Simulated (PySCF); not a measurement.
# Relaxation of singlet IF₃

These are results of PBE0/[I def2-TZVP with ECP28, F def2-TZVP], scalar-relativistic core potentials, density fitting, no spin–orbit coupling, PySCF, not measurements. A (50,194) grid was used.

A hand-made trigonal planar start, of D3h symmetry, held to at least that symmetry:

Coordinates in bohr (charge 0 multiplicity 1):
```
I     0.0000    0.0000    0.0000
F     3.7228    0.0000    0.0000
F    -1.8614    3.2240    0.0000
F    -1.8614   -3.2240    0.0000
```

Optimiser trace:
```csv
step,E − E(last) (kJ/mol),largest gradient (Eh/bohr)
0,1.55,0.00929
1,0.05,0.00169
2,0.00,0.00009
3,0.00,0.00000
```

It ends at D3h with I–F 1.948 Å (×3); F–I–F 120.0° (×3). A frequency run shows 2 imaginary modes (one degenerate set), down to 36i cm⁻¹, so it is a higher-order saddle point. Other isomers or separated fragments may lie lower.

Final geometry:
```xyz
4
charge 0 multiplicity 1, angstrom
I     0.0000    0.0000    0.0000
F     1.9477    0.0000    0.0000
F    -0.9738    1.6867    0.0000
F    -0.9739   -1.6867    0.0000
```
